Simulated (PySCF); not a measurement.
**Radial density of Nb⁺ (niobium, charge +1)**

UHF, [Kr] 4d4, high-spin 5D determinant. Computed with PySCF 2.14 in aug-cc-pVDZ-PP with ECP28MDF (5s5p4d2f, 54 functions), with scalar relativity through the core potential. This is the valence pseudo-density: the core potential removes the inner electrons and smooths the orbitals near the nucleus.

| r (bohr) | 4πr²ρ (e/bohr) | 4πr²(ρα − ρβ) |
| --- | --- | --- |
| 0.0504 | 2.665e-05 | 0.0000 |
| 0.0847 | 8.968e-05 | 0.0000 |
| 0.143 | 0.0005357 | 0.0001 |
| 0.240 | 0.006963 | 0.0016 |
| 0.403 | 0.1760 | 0.0291 |
| 0.678 | 3.403 | 0.3615 |
| 1.14 | 9.866 | 1.7231 |
| 1.92 | 3.897 | 1.9014 |
| 3.23 | 0.5667 | 0.5240 |
| 5.43 | 0.02467 | 0.0246 |
| 9.13 | 0.0001026 | 0.0001 |

Energies and moments cover only the electrons outside the core potential.
